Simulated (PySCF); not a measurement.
**Exercise with solution: chemical shift, span and skew from a shielding tensor**

Be(Br)(SMe) (CH₃BeBrS), SMILES C[S][Be][Br]. Atoms are numbered in the order given.

```xyz
7

Be     0.3174     0.2188     0.0000
Br    -0.0716    -1.7042     0.0000
S      0.6983     2.0743     0.0000
C     -0.9931     2.7855     0.0000
H     -1.5528     2.4976     0.8995
H     -0.8699     3.8765     0.0000
H     -1.5528     2.4976    -0.8995
```

Geometry optimised at PBE0-D3(BJ)/def2-SVP. Other conformers were not sampled.

GIAO shieldings from PBE0/pcSseg-1 (PySCF), non-relativistic, no solvent. The symmetric part of the tensor of C4 has the principal values 166.9, 168.2, 190.8 ppm. The same nucleus in TMS has σ = 186.3 ppm at this level (PySCF, at its B3LYP-D3(BJ)/def2-TZVP geometry). Without spin–orbit terms, shifts of atoms bonded to Cl or Br come out too high.

Problem. Work out the isotropic shielding, the ¹³C shift against TMS, the span and the skew.

Solution. 
σ(iso) = (σ11 + σ22 + σ33)/3 = 175.3 ppm. δ = σ(ref) − σ(iso) = 186.3 − (175.3) = 11.0 ppm.
Span Ω = σ33 − σ11 = 23.9 ppm. Skew κ = 3(σ(iso) − σ22)/Ω = 0.89. Tumbling in solution averages the tensor to δ; in a static solid the shielding alone would spread this spin-1/2 line over Ω.
